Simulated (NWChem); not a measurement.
# C3H7BO; SMILES O=CB(C)C

```xyz
12

C      1.3402    -1.2122    -0.1141
B     -0.0017    -0.4299     0.1288
C     -1.4262    -1.0608    -0.0762
C      0.0941     1.1105     0.5084
O      0.0034     1.9325    -0.3955
H      2.1618    -0.9224     0.5524
H      1.2257    -2.3018    -0.0969
H      1.6724    -0.9429    -1.1314
H     -2.1198    -0.3624    -0.5608
H     -1.4203    -2.0078    -0.6270
H     -1.8578    -1.2675     0.9178
H      0.2708     1.4684     1.5570
```
Atoms are numbered in this order, from 1.

Program: NWChem. Structure relaxed at the B3LYP/6-31G* (spherical d) level.

What does the run give for B3LYP/def2-TZVP? Quantities: highest occupied level (eV); orbital gap (eV); dipole (D).


* **highest occupied level (eV)**: -6.64
* **orbital gap (eV)**: 5.18
* **dipole (D)**: 2.83
